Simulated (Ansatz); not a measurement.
## How methods differ on GeNH3Cl (SMILES [NH2][GeH][Cl])

GeNH3Cl has 6 atoms, charge 0, and is taken as a doublet. SMILES: `[NH2][GeH][Cl]`. The shape is that of a PBE0-D4/def2-TZVP optimisation. This is one conformer, not always the lowest.

Each level gives the electronic atomisation energy (eV). The values are calculated. Electronic energies at fixed atoms, without zero-point motion or spin-orbit coupling.

```
            level                    kind  program  value (eV)  less CCSD(T)/cc-pVDZ
      UHF/cc-pVDZ            Hartree–Fock   Ansatz       11.19                 -4.40
   USVWN5/cc-pVDZ                     LDA   Ansatz       20.03                 +4.44
    UBLYP/cc-pVDZ                     GGA   Ansatz       16.95                 +1.36
 U-r2SCAN/cc-pVDZ                meta-GGA   Ansatz       17.21                 +1.62
U-wB97M-V/cc-pVDZ  range-separated hybrid   Ansatz       17.28                 +1.69
  U-wB97X/cc-pVDZ  range-separated hybrid   Ansatz       17.14                 +1.55
   UHSE06/cc-pVDZ  range-separated hybrid   Ansatz       17.01                 +1.42
 UCCSD(T)/cc-pVDZ   coupled cluster or CI   Ansatz       15.59                  0.00
```

UCCSD(T)/cc-pVDZ is the highest level here, not the true value. All-electron rows without a relativistic Hamiltonian named are non-relativistic. Correlated wave functions underbind in double-zeta sets. The values span 11.19 to 20.03 eV. In the correlated wave-function rows the outer d shell of Ge is correlated, in sets not made for it.
